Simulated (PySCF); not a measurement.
## From orbital energies to excitation energies

Compound: Si(eta1-allyl)H3, C3H8Si.
SMILES: `[H][Si]([H])([H])CC=C`

Method: PySCF, TDDFT wB97X-D/def2-SVPD, vertical, gas phase, core orbitals frozen in the response. Isolated species at its PBE0-D3(BJ)/def2-SVP geometry (one conformer only).

Orbital energies (eV): HOMO-3 -11.65, HOMO-2 -11.36, HOMO-1 -11.34, HOMO -9.04, LUMO 1.81, LUMO+1 2.15, LUMO+2 2.57.

Problem. Among the lowest singlets, which states do these configurations lead, and at what energies: HOMO→LUMO+1, HOMO→LUMO?

Solution. 

```csv
state,leading configuration,weight,Δε (eV),E (eV),E − Δε (eV),f,other configurations
S1,HOMO→LUMO,0.91,10.86,6.90,-3.96,0.425,–
S2,HOMO→LUMO+1,0.81,11.19,7.06,-4.13,0.014,–
```

E − Δε runs from -4.13 to -3.96 eV. Among themselves, these states come in the order of their orbital differences. Δε is the difference of the two orbital energies.

H and L stand for HOMO and LUMO. The other states: S3 7.88 eV, f 0.030, H→L+3 (32%), H→L+5 (21%), H→L+4 (20%); S4 8.00 eV, f 0.014, H→L+3 (38%), H→L+5 (33%), H→L+4 (14%); S5 8.09 eV, f 0.102, H→L+2 (47%), H→L+6 (18%), H→L+3 (17%); S6 8.20 eV, f 0.010, H-3→L (31%), H-2→L (26%), H-4→L (24%); S7 8.32 eV, f 0.0046, H→L+4 (53%), H→L+5 (35%); S8 8.53 eV, f 0.022, H→L+6 (68%), H→L+2 (11%); S9 8.71 eV, f 0.014, H-1→L (48%), H-4→L (13%), H-3→L (8%); S10 8.87 eV, f 0.0051, H-2→L+1 (26%), H→L+7 (20%), H→L+8 (13%).

Problem. Pair triplets and singlets of the same leading configuration (75% or more in both) and give the splittings.

Solution. 

```
configuration  triplet  E(T) (eV)  singlet  E(S) (eV)  E(S) − E(T) (eV)
    HOMO→LUMO       T1       4.34       S1       6.90             +2.56
  HOMO→LUMO+1       T2       6.97       S2       7.06             +0.09
```

The 4 triplets are Tamm–Dancoff values, the singlets full response.

Summed over the main configurations (up to three a state, each over 8%) of all 10 singlets, the electron leaves HOMO with weight 6.12, HOMO-2 with weight 0.53, HOMO-1 with weight 0.48 and HOMO-3 with weight 0.39.

The run took 35 s of wall time (with the writing of density and orbital grids) on an AMD EPYC with one thread (shared host), and the process peaked at 0.69 GiB of memory.
